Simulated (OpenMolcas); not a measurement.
Co2+, Rh2+, Ir2+: d⁷ down the group

```yaml
Program: OpenMolcas 26.06
Method: SS-CASPT2, IPEA 0.25 Eh, imaginary shift 0.1 Eh
Basis: ANO-RCC-VTZP
Scalar_Hamiltonian: DKH2, point nucleus
Spin-orbit_coupling: RASSI with atomic mean-field integrals over the reference wave functions, term energies averaged over their components
```

Active space for each ion: 7 electrons in 6 orbitals (d s); closed shells correlated by CASPT2: Co2+ 3s 3p; Rh2+ 4s 4p; Ir2+ 5s 5p.

Computed levels in cm-1 above ⁴F_9/2:

```csv
Level,Co2+,Rh2+,Ir2+
⁴F_7/2,936,2220,8010
⁴P_5/2,15210,11210,12120
⁴P_1/2,15910,12690,16150
²G_9/2,16640,13340,16560
²G_7/2,17530,15460,21090
²P_1/2,20220,18360,27980
²D_5/2(1),22690,18640,24100
²H_11/2,22700,18220,22340
²H_9/2,23500,20410,30290
weight of ⁴F in the lowest level (%),100,98,85
```

Mixed levels, with the weight of the term that names them: Ir2+ ⁴P_5/2 (60 %), Ir2+ ⁴P_1/2 (75 %), Ir2+ ²G_9/2 (57 %), Ir2+ ²G_7/2 (69 %), Ir2+ ²P_1/2 (65 %), Ir2+ ²D_5/2(1) (69 %), Ir2+ ²H_9/2 (74 %).

Measured, with the error of the calculation in %. Measured levels: Co2+ from Sugar and Corliss, J. Phys. Chem. Ref. Data 10, 1097 (1981); Rh2+ from the list in Shadmi, J. Res. Natl. Bur. Stand. 70A, 435 (1966).

| Level | Co2+ | Rh2+ |
| --- | --- | --- |
| ⁴F_7/2 | 841 (+11.3) | 2148 (+3.6) |
| ⁴P_5/2 | 15202 (0) | 11062 (+1.3) |
| ⁴P_1/2 | 15811 (+0.7) |  |
| ²G_9/2 | 16978 (-2.0) |  |
| ²G_7/2 | 17766 (-1.3) |  |
| ²D_5/2(1) | 23059 (-1.6) |  |
| ²H_11/2 | 22720 (-0.1) |  |
| ²H_9/2 | 23434 (+0.3) |  |

The fine-structure level ⁴F_7/2 changes by a factor of 8.56 from Co2+ to Ir2+.

Without spin-orbit coupling ⁴P lies 14600, 9780, 6680 cm-1 above ⁴F in that order; the difference to the level ⁴P_5/2, of either sign, comes from spin-orbit coupling, which also lowers the zero.

CASPT2 breaks the degeneracy within a term, and the mean is taken; among the terms shown or strongly mixed into the levels shown the widest spread is 510 cm-1 (3d⁷ ⁴F, Co2+). Terms from blocks run as CI alone lack orbitals of their own. The CASPT2 spread within a term exceeds the gap to the next term for 3d⁷ ²H and 3d⁷ ²D(1), so the order of their levels is uncertain (figures for Co2+; the like holds for Rh2+). Some high roots are left out of the spin-orbit mixing, which shifts the levels that they would mix with (holds for Ir2+). Configurations are named by rounded mean occupations; where the s occupation lies near a half they are strongly mixed, a name can repeat and a true partner stay unpaired (holds for Ir2+). Measured partners are found by configuration, term and J. A level has none where our copy of the source lacks it or the pairing is in doubt (some pairs that miss far off the trend of their configuration count as doubtful), and it then counts in no deviation. Levels of configurations outside the active space are missing.

A number in round brackets counts repeated terms of one configuration in the order of the reference energies.
